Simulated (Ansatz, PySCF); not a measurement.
Process, species as SMILES: NB(N)N + 2 B (BH3) -> 3 BN (BNH4)
Each molecule is optimised on its own at B3LYP-D3(BJ)/def2-TZVP (Ansatz, an electronic-structure program), one conformer each, not searched for the lowest. Frequencies are from Ansatz or PySCF.

Property: bond separation energy (enthalpy at 298 K, with B3LYP-D3(BJ) rigid-rotor harmonic-oscillator terms), in kcal/mol. Cores are frozen in the correlated levels unless marked. No spin-orbit coupling. No relativistic terms. CBS marks a two-point X^-3 extrapolation of the correlation energy; Hartree-Fock from the larger set. The bracket is a focal-point correction in the basis named.

RI-MP2/CBS(aug-cc-pVTZ,aug-cc-pVQZ)+[CCSD(T)-MP2]/aug-cc-pVTZ (Ansatz) gives -32.4 kcal/mol.

Another calculation gave -36.1 kcal/mol. Which level was it?
A) HF/def2-TZVPD (PySCF)
B) wB97M-V/def2-TZVPD (Ansatz)
C) TPSSh/def2-TZVPD (PySCF)
D) SVWN5/def2-TZVPD (Ansatz)

C, TPSSh/def2-TZVPD (PySCF). The others give -25.4 (HF), -33.2 (wB97M-V), -40.5 (SVWN5) kcal/mol.
